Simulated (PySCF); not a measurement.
stibine (H₃Sb), SMILES [SbH3].

Geometry: PBE0-D3(BJ)/def2-TZVPD. The def2 effective core potentials stand for the cores of Sb; spin–orbit coupling is left out.

Vertical ionisation energy (IE) and electron affinity (EA) in eV. Rows of orbital energies are one-electron estimates. Where ΔSCF, EOM or ADC give a negative EA the extra electron is unbound and the value depends on the basis.

```json
[
 {"level": "−ε(HOMO), −ε(LUMO), HF/def2-TZVPD (PySCF)", "IE": "9.81", "EA": "-1.81"},
 {"level": "−ε(HOMO), −ε(LUMO), r2SCAN/def2-TZVPD (PySCF)", "IE": "___", "EA": "___"}
]
```

Q: Fill in the missing entries. (An estimate is asked for; the answer gives what the named calculation found.)

A: 
- −ε(HOMO), −ε(LUMO), r2SCAN/def2-TZVPD (PySCF), IE: 6.76
- −ε(HOMO), −ε(LUMO), r2SCAN/def2-TZVPD (PySCF), EA: 0.68
